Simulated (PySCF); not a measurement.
Electric field gradients and quadrupole coupling constants

Compound: VOF3 (singlet state).
Geometry (PBE0-D3(BJ)/def2-SVP, Å), atoms numbered from 1 in this order:
```
atom  x, y, z in Å
O1     1.454   -0.527   -0.017
V2     0.015   -0.003   -0.008
F3     0.051    1.658   -0.364
F4    -0.635   -0.269    1.539
F5    -0.867   -0.854   -1.184
```

Field gradients from the B3LYP/pcJ-1 (pcSseg-1 on V) density (PySCF, non-relativistic), principal values in atomic units, ordered |Vxx| ≤ |Vyy| ≤ |Vzz|:

```
atom     Vxx     Vyy      Vzz
  O1  0.0374  0.0402  -0.0777
```

Question: Find the asymmetry η = (Vxx − Vyy)/Vzz and the couplings χ = eQV/h (234.96 MHz × Q in barn × V in au), with Q(17O) = −0.0256 b.

Answer: 
| atom | environment | nucleus | η | χzz (MHz) | χxx (MHz) | χyy (MHz) |
| --- | --- | --- | --- | --- | --- | --- |
| O1 | oxygen bonded to V | 17O | 0.04 | 0.467 | -0.225 | -0.242 |

The gradient is axial or nearly so (η below 0.05) at O1. 

Question: What is Vzz at O1 in SI units (1 au = 9.71736 × 10²¹ V/m²)?

Answer: -0.0777 au = -0.755 × 10²¹ V/m².

Question: And the gradient at the other heavy atoms, for which no coupling is worked out here?

Answer: 
```
atom                   environment  Vzz (au)     η
  V2  vanadium bonded to 3 F and O    -0.551  0.02
  F3          fluorine bonded to V     0.726  0.85
  F4          fluorine bonded to V     0.727  0.85
  F5          fluorine bonded to V     0.726  0.86
```

Geometry: PBE0-D3(BJ)/def2-SVP; no solvent, vibrations or thermal averaging. With a basis this small, the couplings can be 20 % off.
